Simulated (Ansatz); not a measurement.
Correlation energies of Cl2FH3Si2, SMILES `F[SiH2][SiH](Cl)Cl` by basis set

```xyz
8

F     0.463   -0.052   -2.196
Si    0.914   -0.415   -0.704
Si   -0.745    0.321    0.784
Cl   -2.513   -0.617    0.347
Cl   -0.976    2.348    0.593
H     2.202    0.265   -0.420
H     1.080   -1.887   -0.605
H    -0.425    0.038    2.203
```

Total charge 0; spin multiplicity 1. All single points use the PBE0-D4/def2-TZVP geometry. It is one conformer, not always the lowest. Frozen core, restricted reference, Ansatz. CBS rows extrapolate triple and quadruple zeta; past MP2 they add the triple-zeta difference.

| basis | HF (Eh) | MP2 corr. | CCSD corr. | (T) | CCSD(T) total |
| --- | --- | --- | --- | --- | --- |
| def2-TZVPP | -1598.31261 | -0.86143 | -0.91928 | -0.03444 | -1599.26633 |
| def2-QZVPP | -1598.36125 | -0.94521 | – | – | – |
| CBS(def2) | -1598.36795 | -1.00727 | -1.06512 | as TZ | -1599.46751 |
